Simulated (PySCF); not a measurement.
**Removing an electron from `C[SiH2][C@@H](C)CCl`**

Compound: C4H11ClSi.
Geometry (PBE0-D3(BJ)/def2-SVP, Å), atoms numbered from 1 in this order:
```
atom  x, y, z in Å
C1     2.359    0.122   -0.388
Si2    0.923   -0.801    0.396
C3    -0.752   -0.198   -0.292
C4    -1.915   -0.704    0.559
C5    -0.795    1.303   -0.509
Cl6   -0.446    2.221    0.999
H7     3.322   -0.291   -0.052
H8     2.328    0.058   -1.487
H9     2.324    1.184   -0.098
H10    0.953   -0.658    1.883
H11    1.016   -2.266    0.087
H12   -0.827   -0.645   -1.302
H13   -2.887   -0.458    0.101
H14   -1.876   -1.796    0.690
H15   -1.891   -0.245    1.559
H16   -1.787    1.641   -0.847
H17   -0.048    1.632   -1.245
```

Level: CAM-B3LYP/def2-SVPD (PySCF). Frontier orbitals with their largest atomic shares (Löwdin; up to four atoms above 4 %):

```
orbital  ε (eV)                            main atoms
 HOMO−3  -10.48  Si2 34 %, H11 26 %, H10 17 %, C1 6 %
 HOMO−2   -9.98    Cl6 59 %, C3 10 %, C5 6 %, Si2 6 %
 HOMO−1   -9.88    Cl6 70 %, C5 12 %, C3 5 %, H17 4 %
   HOMO   -9.57                                     ?
   LUMO    1.11   Si2 17 %, C1 11 %, Cl6 10 %, C5 9 %
 LUMO+1    1.32   Cl6 48 %, C5 15 %, H16 6 %, Si2 6 %
 LUMO+2    1.47    C4 16 %, Cl6 14 %, C1 9 %, Si2 8 %
```

Question: What vertical ionisation energy does ΔSCF give, and how far is −ε(HOMO) from it?

Answer: ΔSCF: 10.25 eV (989 kJ/mol; threshold wavelength 121 nm); ⟨S²⟩ of the doublet left behind is 0.754, against 0.75 for a pure doublet. −ε(HOMO) is 9.57 eV, 0.68 eV below it. In exact Kohn–Sham theory the two would be equal; CAM-B3LYP (range-separated hybrid) falls short of its own ΔSCF value by 7 %. Holes in the HOMO−1 and HOMO−2 were tried too where these lie within 1.2 eV of the HOMO; the lowest converged state counts.

Question: On which atoms does the HOMO lie?

Answer: C3 (sp3 carbon bound to silicon) 25 %, Si2 (SiH2 silicon) 16 %, Cl6 (alkyl chlorine) 16 %, C5 (sp3 C–Cl carbon) 10 %, so no atom holds as much as 40 %. The HOMO−1 lies 0.31 eV lower.

Question: Shift the occupied levels rigidly so that −ε(HOMO) equals the ΔSCF value. What binding energies result?

Answer: The shift is +0.68 eV: HOMO 10.25, HOMO−1 10.56, HOMO−2 10.66, HOMO−3 11.16 eV. A rigid shift is only a rough guide to the deeper ionisations.

Question: How many of the 10 lowest singlet excitations (vertical TDDFT, same level) lie below the ionisation energy?

Answer: All 10; they run from 7.31 to 8.86 eV.

Geometry: PBE0-D3(BJ)/def2-SVP, one conformer, isolated molecule.
